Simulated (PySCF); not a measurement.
**C7H13F: core ionisation energies**

Compound: C₇H₁₃F.
Atom-mapped SMILES: `[CH3:1][C@@H:2]1[C@H:3]([CH3:4])[CH2:5][CH2:6][C@H:7]1[F:8]`

Method used: delta-SCF UKS SCAN, pcX-2 on the ionised atom, pcseg-1 elsewhere, spin-free X2C in PySCF. These are vertical core ionisation energies against the vacuum level, from separate self-consistent calculations with and without the core hole.

Task: List the computed XPS lines with their assignment.

Result: 
```csv
atom(s),bonded to,level,binding energy (eV),above the level's lowest (eV),count
C1,C and 3 H,C 1s,290.64,+0.32,1
C2,3 C and H,C 1s,290.42,+0.10,1
C3,3 C and H,C 1s,290.32,0.00,1
C4,C and 3 H,C 1s,290.48,+0.16,1
C5,2 C and 2 H,C 1s,290.34,+0.02,1
C6,2 C and 2 H,C 1s,290.51,+0.19,1
C7,"F, 2 C and H",C 1s,292.46,+2.14,1
F8,C,F 1s,691.80,0.00,1
```

Lowest listed C 1s: C3, bonded to 3 C and H. Highest, 2.14 eV above it: C7, bonded to F, 2 C and H. The widest gap between neighbouring values is 1.82 eV, between 290.64 and 292.46 eV. Summing the Pauling electronegativity differences to the bonded atoms, each weighted by its formal bond order, gives -0.35 for the lowest site and +1.08 for the highest; no listed site has a larger sum than the highest. The smallest sum, -1.05, belongs to C4, 0.16 eV above the lowest. The values 290.32 and 290.34 eV; the values 290.48 and 290.51 eV lie too close for their order to be trusted.

Task: Which effective nuclear charge Zeff reproduces each element's mean 1s value in the hydrogen-like formula E = 13.606 eV × Zeff²?

Result: C (Z = 6): mean 290.7 eV, Zeff = 4.62, Z − Zeff = 1.38; F (Z = 9): mean 691.8 eV, Zeff = 7.13, Z − Zeff = 1.87. Means run over the listed sites, weighted by atom count.

Task: Express the binding energy of C 1s of C3 in atomic units and per mole.

Result: 290.32 eV = 10.6691 Eh = 28012 kJ/mol.

One conformer (not necessarily the lowest) at the PBE0-D3(BJ)/def2-SVP geometry, without solvent, vibrations or thermal averaging.

Hardware: one thread, Arm Neoverse N1 (aarch64), no GPU, on a shared host. Cost: 5.4 min wall, 0.68 GiB resident at most.
